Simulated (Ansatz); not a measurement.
Cost and result for the atomization energy of C₂H₆BFOSi, SMILES `O[SiH]1CB(F)C1` (12 atoms, 12 bonds).

```xyz
12

O     0.6690    0.1342   -2.1572
Si   -0.2884   -0.1192   -0.8427
C     0.4221   -1.0973    0.6095
B    -0.1767    0.1127    1.4151
F    -0.7854    0.0487    2.5919
C    -0.2638    1.2993    0.3868
H     0.6567   -0.5245   -2.8529
H    -1.6400   -0.5798   -1.2591
H     0.1835   -2.1245    0.8731
H     1.5102   -0.9829    0.5117
H     0.7270    1.7533    0.2464
H    -1.0140    2.0801    0.4774
```

Total charge 0; spin multiplicity 1. The geometry is a stationary point of PBE0-D4/def2-TZVP. It is one conformer, not always the lowest. Program: Ansatz. All runs use 4 threads of an Arm Neoverse V2 on a shared host. Times are those of one run each, without the atoms' runs, and a repeat can differ threefold. Electronic energies, without spin–orbit coupling; frozen cores. CCSD(T)/CBS adds CCSD(T) − MP2 in def2-TZVPP to the MP2 limit, and its time is that of the two runs behind it. T1 = 0.012. B3LYP takes the VWN-RPA correlation (the form of Gaussian; ORCA's B3LYP/G).

CCSD(T)/CBS is a level of theory with its own doubt, some kJ/mol a heavy atom from the limit and from the frozen cores, so smaller differences don't rank the functionals.

```json
{"level": "PBE-D4/def2-TZVPP (with forces)", "functions": "281", "wall time": "2.8 s"}
{"level": "PBE0-D4/def2-TZVPP", "functions": "281", "wall time": "3.2 s"}
{"level": "r2SCAN-D4/def2-TZVPP (with forces)", "functions": "281", "wall time": "5.5 s"}
{"level": "B3LYP-D4/def2-TZVPP (with forces)", "functions": "281", "wall time": "5.5 s"}
{"level": "B2PLYP/def2-TZVPP", "functions": "281", "wall time": "6 s"}
{"level": "ωB97X-V/def2-TZVPP", "functions": "281", "wall time": "8.5 s"}
{"level": "ωB97M-V/def2-TZVPP (with forces)", "functions": "281", "wall time": "12 s"}
{"level": "MP2/def2-QZVPP", "functions": "535", "wall time": "26 s"}
{"level": "CCSD(T)/def2-TZVPP", "functions": "281", "wall time": "4.3 min"}
{"level": "CCSD(T)/CBS(def2)", "functions": "–", "wall time": "4.7 min"}
```

Question: What atomization energy does each give, and how far from CCSD(T)/CBS? (An estimate is asked.)

Answer: Computed: 
| level | atomization (kcal/mol) | difference from CCSD(T)/CBS | per bond |
| --- | --- | --- | --- |
| PBE-D4/def2-TZVPP (with forces) | 1195.2 | 24.0 | 2.0 |
| PBE0-D4/def2-TZVPP | 1176.3 | 5.1 | 0.4 |
| r2SCAN-D4/def2-TZVPP (with forces) | 1180.1 | 8.9 | 0.7 |
| B3LYP-D4/def2-TZVPP (with forces) | 1168.5 | -2.7 | -0.2 |
| B2PLYP/def2-TZVPP | 1160.2 | -11.0 | -0.9 |
| ωB97X-V/def2-TZVPP | 1175.5 | 4.3 | 0.4 |
| ωB97M-V/def2-TZVPP (with forces) | 1178.1 | 6.9 | 0.6 |
| MP2/def2-QZVPP | 1188.2 | 17.0 | 1.4 |
| CCSD(T)/def2-TZVPP | 1142.0 | -29.2 | -2.4 |
| CCSD(T)/CBS(def2) | 1171.2 | 0.0 | 0.0 |

The D4 term adds +9.9 kcal/mol with B3LYP and +5.2 kcal/mol with PBE0; it sums over pairs of atoms, weighted by their polarisabilities, and B3LYP, whose exchange is more repulsive, gets the larger term. From PBE to PBE0 (25 % exact exchange), in def2-TZVPP and without D4, the atomization energy moves by −17.9 kcal/mol: exact exchange takes away binding that semilocal exchange gives to molecules. In def2-TZVPP, CCSD(T) changes the Hartree–Fock value by +265.6 kcal/mol (the triples alone add +16.8 kcal/mol) and MP2 by +294.4 kcal/mol; breaking electron pairs costs correlation energy, which Hartree–Fock lacks.
